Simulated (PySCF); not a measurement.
A calculated (B97-3, PySCF 2.14, dyall-av3z, scalar relativity by spin-free X2C-1e) atom or ion has these occupied shells.

```tsv
shell	electrons	orbital energy (eV)	rms radius, mean of both spins (bohr)
1s α	1	-529.41	0.231
1s β	1	-527.47	0.231
2s α	1	-29.738	1.23
2p α	3	-13.182	1.44
2p β	2	-9.335	1.44
```

Task: Name the element and its charge.

Result: O (oxygen, neutral), in [He] 2s1 2p5, high-spin 3P determinant (an excited configuration).
